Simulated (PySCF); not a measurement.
From results back to the method.

Species: C6H8OS.
SMILES: `CSCc1ccco1`

The closed-shell ground state was solved 5 times with PySCF (density fitting, gas phase), always with PBE0, in these basis sets: 6-311+G(2d,p), 6-31G*, STO-3G, cc-pVDZ and def2-TZVP. Isolated species at its PBE0-D3(BJ)/def2-SVP geometry (one conformer only).

```
row  total energy (Eh)  HOMO (eV)  LUMO (eV)  dipole (D)
  P          -706.3683      -6.09       0.22        1.30
  Q          -706.3213      -6.03       0.36        1.53
  R          -706.4430      -6.22      -0.15        1.32
  S          -698.1440      -3.27       3.28        0.68
  T          -706.4720      -6.20      -0.02        1.28
```

Question: Which basis belongs to which row?

Answer: P = cc-pVDZ, Q = 6-31G*, R = 6-311+G(2d,p), S = STO-3G, T = def2-TZVP. From the lowest total energy up: def2-TZVP (302 functions) 0 eV; 6-311+G(2d,p) (272 functions) +0.79 eV; cc-pVDZ (156 functions) +2.82 eV; 6-31G* (132 functions) +4.10 eV; STO-3G (52 functions) +226.62 eV.

The values belong to the conformer `[CH3:1][S:2][CH2:3][c:4]1[cH:5][cH:6][cH:7][o:8]1`: C1–S2–C3–C4 75°, S2–C3–C4–C5 100°.
